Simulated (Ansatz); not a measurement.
`BCN=C` + `O[SiH3]` → `C=NCO[SiH3]` + BH₃  (substitution at a C–B bond)

Gas-phase electronic energies from Ansatz, PBE0-D4/def2-TZVP geometries. CBS: MP2 limit from def2 TZ/QZ plus the TZ coupled-cluster correction, frozen cores. This one scheme is used for every species. Functionals use def2-TZVPP. B3LYP here is the variant with VWN-RPA as its local correlation; programs differ in this. Each species was taken in one conformer, which may not be the lowest.

Question: Is it downhill or uphill in electronic energy at CCSD(T)/CBS, and by how much? (An estimate is asked.)

Answer: Ansatz gave: Uphill: ΔE = +0.76 eV.

Question: What do these levels give: PBE-D4, r2SCAN-D4, ωB97X-V, ωB97M-V, PBE0, B3LYP, MP2/def2-TZVPP, SCS-MP2/def2-TZVPP, MP2/def2-QZVPP, SCS-MP2/def2-QZVPP, HF/CBS(def2), MP2/CBS(def2)? (Best estimate.)

Answer: Computed: PBE-D4 0.81, r2SCAN-D4 0.78, ωB97X-V 0.70, ωB97M-V 0.76, PBE0 0.81, B3LYP 0.76, MP2/def2-TZVPP 0.77, SCS-MP2/def2-TZVPP 0.71, MP2/def2-QZVPP 0.80, SCS-MP2/def2-QZVPP 0.74, HF/CBS(def2) 0.61, MP2/CBS(def2) 0.81 eV.

Largest T1 diagnostic among the species: 0.012.

In def2-TZVPP, CCSD(T) changes the Hartree–Fock value by +0.12 eV (the triples alone add +0.00 eV) and MP2 by +0.17 eV. The D4 term adds −0.05 eV with B3LYP and −0.03 eV with PBE0; it sums over pairs of atoms, weighted by their polarisabilities, and B3LYP, whose exchange is more repulsive, gets the larger term.
